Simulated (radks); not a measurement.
The numbers below are computed, except where a source is named.
Fractional charge and spin in the 4s shell of arsenic: the spin-up occupation runs from 0 to 1 and the spin-down occupation from 0 to 1; the fullest corner is As+, [Ar] 3d10 4p(up 1, down 1) 4s(up 1, down 1). Code: a radial shooting solver on a logarithmic mesh with Libxc functionals. Model: non-relativistic Kohn-Sham, PBE, spin-polarised, spherical densities, point nucleus. Energy (eV) above the fullest corner. The planes named below are the two flat planes that join the four corners, with an edge along up + down = one added electron.

down \ up,0,0.25,0.5,0.75,1
0,67.655,56.672,46.388,36.797,27.890
0.25,56.672,46.471,36.957,28.122,19.958
0.5,46.388,36.957,28.199,20.108,12.673
0.75,36.797,28.122,20.108,12.745,6.024
1,27.890,19.958,12.673,6.024,0.000

Corners above the fullest one (they belong to As2+ and the next ion): (up 1, down 0) 27.890 eV, (up 0, down 1) 27.890 eV, (up 0, down 0) 67.655 eV. With half an added electron in each spin the energy lies 0.310 eV from the planes, and with half an added electron in spin up alone -1.384 eV. The planes are only a guide here: the flat-plane condition holds for ground states with one frontier orbital, while this shell lies below other occupied shells, so the corners above the fullest one are inner-hole states and not the ground states of those ions.
